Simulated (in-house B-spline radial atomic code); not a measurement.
Whole-atom quantities along the 14-electron series, configuration [Ne] 3s2 3p2. Computed with an all-electron radial atomic-structure program (B-spline basis): non-relativistic Hartree-Fock, average of the configuration, point nuclei.

This level leaves out relativity, spin-orbit splitting included, which matters for heavy ions.

```json
{"ion": "Zn16+", "Z": "30", "E/Z² (Eh)": "-1.8311", "Σ<r²> (bohr²)": "1.9416", "n(0)/Z³ (bohr⁻³)": "0.68824", "Lamb diamagnetic shielding (ppm)": "2139.78", "repulsion over attraction": "0.088619"}
{"ion": "Ga17+", "Z": "31", "E/Z² (Eh)": "-1.8426", "Σ<r²> (bohr²)": "1.7814", "n(0)/Z³ (bohr⁻³)": "0.68972", "Lamb diamagnetic shielding (ppm)": "2218.7", "repulsion over attraction": "0.086023"}
{"ion": "Ge18+", "Z": "32", "E/Z² (Eh)": "?", "Σ<r²> (bohr²)": "?", "n(0)/Z³ (bohr⁻³)": "?", "Lamb diamagnetic shielding (ppm)": "?", "repulsion over attraction": "?"}
{"ion": "As19+", "Z": "33", "E/Z² (Eh)": "-1.8637", "Σ<r²> (bohr²)": "1.5159", "n(0)/Z³ (bohr⁻³)": "0.69244", "Lamb diamagnetic shielding (ppm)": "2376.53", "repulsion over attraction": "0.08125"}
{"ion": "Se20+", "Z": "34", "E/Z² (Eh)": "-1.8735", "Σ<r²> (bohr²)": "1.405", "n(0)/Z³ (bohr⁻³)": "0.6937", "Lamb diamagnetic shielding (ppm)": "2455.45", "repulsion over attraction": "0.079053"}
{"ion": "Br21+", "Z": "35", "E/Z² (Eh)": "-1.8827", "Σ<r²> (bohr²)": "1.3061", "n(0)/Z³ (bohr⁻³)": "0.69489", "Lamb diamagnetic shielding (ppm)": "2534.36", "repulsion over attraction": "0.076968"}
{"ion": "Kr22+", "Z": "36", "E/Z² (Eh)": "-1.8914", "Σ<r²> (bohr²)": "1.2172", "n(0)/Z³ (bohr⁻³)": "0.69602", "Lamb diamagnetic shielding (ppm)": "2613.27", "repulsion over attraction": "0.074988"}
{"ion": "Rb23+", "Z": "37", "E/Z² (Eh)": "-1.8997", "Σ<r²> (bohr²)": "1.1373", "n(0)/Z³ (bohr⁻³)": "0.6971", "Lamb diamagnetic shielding (ppm)": "2692.17", "repulsion over attraction": "0.073106"}
{"ion": "Sr24+", "Z": "38", "E/Z² (Eh)": "-1.9076", "Σ<r²> (bohr²)": "1.065", "n(0)/Z³ (bohr⁻³)": "0.69812", "Lamb diamagnetic shielding (ppm)": "2771.08", "repulsion over attraction": "0.071314"}
{"ion": "Zr26+", "Z": "40", "E/Z² (Eh)": "?", "Σ<r²> (bohr²)": "?", "n(0)/Z³ (bohr⁻³)": "?", "Lamb diamagnetic shielding (ppm)": "?", "repulsion over attraction": "?"}
{"ion": "Nb27+", "Z": "41", "E/Z² (Eh)": "-1.9292", "Σ<r²> (bohr²)": "0.88533", "n(0)/Z³ (bohr⁻³)": "0.70092", "Lamb diamagnetic shielding (ppm)": "3007.79", "repulsion over attraction": "0.066423"}
{"ion": "Mo28+", "Z": "42", "E/Z² (Eh)": "-1.9357", "Σ<r²> (bohr²)": "0.83552", "n(0)/Z³ (bohr⁻³)": "0.70177", "Lamb diamagnetic shielding (ppm)": "3086.69", "repulsion over attraction": "0.064936"}
{"ion": "Tc29+", "Z": "43", "E/Z² (Eh)": "?", "Σ<r²> (bohr²)": "?", "n(0)/Z³ (bohr⁻³)": "?", "Lamb diamagnetic shielding (ppm)": "?", "repulsion over attraction": "?"}
{"ion": "Ru30+", "Z": "44", "E/Z² (Eh)": "-1.948", "Σ<r²> (bohr²)": "0.74778", "n(0)/Z³ (bohr⁻³)": "0.70337", "Lamb diamagnetic shielding (ppm)": "3244.49", "repulsion over attraction": "0.062152"}
```

Problem. Fill in the row of Ge18+.

Solution. E/Z² (Eh): -1.8535; Σ<r²> (bohr²): 1.6405; n(0)/Z³ (bohr⁻³): 0.69112; Lamb diamagnetic shielding (ppm): 2297.62; repulsion over attraction: 0.083571.

Problem. Fill in the row of Zr26+.

Solution. E/Z² (Eh): -1.9223; Σ<r²> (bohr²): 0.93977; n(0)/Z³ (bohr⁻³): 0.70003; Lamb diamagnetic shielding (ppm): 2928.89; repulsion over attraction: 0.067978.

Problem. Fill in the row of Tc29+.

Solution. E/Z² (Eh): -1.942; Σ<r²> (bohr²): 0.78982; n(0)/Z³ (bohr⁻³): 0.70259; Lamb diamagnetic shielding (ppm): 3165.59; repulsion over attraction: 0.063514.

Problem. With what power of Z does the column «Σ<r²> (bohr²)» change over this range?

Solution. A fit of the logarithm of its size against log Z from Z = 30 to 44 has slope -2.49. Unscreened non-relativistic hydrogenic orbitals would give -2.
